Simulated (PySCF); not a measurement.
Telling isomers of C₄H₁₀O₃Si₂ apart by NMR

No solvent, one averaged value for each set of equivalent atoms, relativity neglected, one conformer. Geometry from GFN2-xTB; σ from GIAO-PBE0/pcSseg-1; PySCF 2.14.0 with density-fitted response routines.

Shifts are taken against calculated references (same method and geometry level): 1H (31.72 ppm), 13C (186.93 ppm) against TMS. Where no couplings were computed, multiplicities follow the n + 1 count of equivalent neighbours, and m marks all less simple cases (inequivalent or close neighbours, rings, F or P nearby). Shifts are as computed. Against solution values, carbons near 30 ppm lie about +3 ppm off and those near 130 ppm about +5 ppm. Of 1309 compounds with measured shifts, 239 miss one by over three times the rms of a fit or turn the order of signals round; such compounds aren't used in these exercises. OH and NH positions are gas-phase values without hydrogen bonding to other molecules.

(1) Tabulate the signals of `C=C[Si@@](O)(C=O)[SiH2]OC`, `C#C[SiH2]O[SiH](OC)OC`, `C=CO[SiH2]CC(=O)O[SiH3]`, `CO[C@H](O[SiH3])[SiH2]C=C=O` and their relative energies.

(2) What is the quickest way to tell C#C[SiH2]O[SiH](OC)OC from C=CO[SiH2]CC(=O)O[SiH3]?

(3) What is the quickest way to tell C=C[Si@@](O)(C=O)[SiH2]OC from C=CO[SiH2]CC(=O)O[SiH3]?

(4) What is the quickest way to tell C=CO[SiH2]CC(=O)O[SiH3] from CO[C@H](O[SiH3])[SiH2]C=C=O?

Results:

(1) 
```tsv
SMILES	carbon types	δC	δH	E rel. (kcal/mol)
C=C[Si@@](O)(C=O)[SiH2]OC	2×CH 1×CH2 1×CH3	250.4, 143.9, 140.7, 56.3	12.29 (s, 1H), 6.64 (m, 1H), 6.53 (m, 1H), 6.28 (m, 1H), 5.18 (m, 1H), 5.16 (m, 1H), 3.71 (s, 3H), 1.94 (br s, 1H)	39.7
C#C[SiH2]O[SiH](OC)OC	1×C 1×CH 2×CH3	102.7, 92.4, 51.7	5.19 (d, 2H), 4.35 (s, 1H), 3.98 (s, 6H), 2.00 (t, 1H)	0.0
C=CO[SiH2]CC(=O)O[SiH3]	1×C 1×CH 2×CH2	177.9, 156.4, 95.7, 28.5	6.68 (m, 1H), 5.22 (t, 2H), 4.69 (s, 3H), 4.49 (m, 1H), 4.41 (m, 1H), 2.56 (t, 2H)	19.0
CO[C@H](O[SiH3])[SiH2]C=C=O	1×C 2×CH 1×CH3	182.1, 101.5, 58.0, -8.0	4.93 (s, 3H), 4.70 (m, 1H), 4.62 (m, 1H), 4.53 (m, 1H), 3.62 (s, 3H), 1.38 (m, 1H)	65.2
```

Energies are electronic energies at PBE0/pcSseg-1 on these geometries, without zero-point or thermal terms, each for the one conformer computed, which needn't be the lowest.

(2) Count the carbon signals: 3 against 4. The first has an alkyne carbon (C) at 92.4 ppm, the second a carbonyl carbon (C) at 177.9 ppm. Their most deshielded carbons lie at 102.7 and 177.9 ppm. In the proton spectra the most deshielded non-exchanging signals are 5.19 (d, 2H) and 6.68 (m, 1H).

(3) Both give the same number of carbon signals, but DEPT or the intensities differ. The first has a carbonyl carbon (CH) at 250.4 ppm, the second a carbonyl carbon (C) at 177.9 ppm. In the proton spectra the most deshielded non-exchanging signals are 12.29 (s, 1H) and 6.68 (m, 1H).

(4) Both give the same number of carbon signals, but DEPT or the intensities differ. The first has a β carbon of an enol-ether or enamine type C=C (CH2) at 95.7 ppm, the second a methyl carbon bonded to O (CH3) at 58.0 ppm. Their most deshielded carbons lie at 177.9 and 182.1 ppm. In the proton spectra the most deshielded non-exchanging signals are 6.68 (m, 1H) and 4.93 (s, 3H).
